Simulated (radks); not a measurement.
Removal energies from neutral barium, [Xe] 6s2, by Delta-SCF beside the eigenvalue of the level emptied. Calculated with a radial shooting solver on a logarithmic mesh with Libxc functionals: Dirac Kohn-Sham, relativistic LDA (MacDonald-Vosko exchange, VWN5 correlation), spin-unpolarised, spherical densities, finite nucleus; Fermi nuclear charge, rms radius of each element as measured or else 0.836 A^(1/3) + 0.57 fm. Sub-shells are occupied by j as written (lower j first in brackets).

removed from,final configuration,Delta-SCF (eV),-eigenvalue (eV)
6s1/2,[Xe] 6s1,5.529,3.341
5p3/2,"[Kr] 4d10 5s2 5p(1/2: 2, 3/2: 3) 6s2",22.696,18.156
5p1/2,"[Kr] 4d10 5s2 5p(1/2: 1, 3/2: 4) 6s2",24.961,20.260
5s1/2,[Kr] 4d10 5s1 5p6 6s2,38.853,33.685
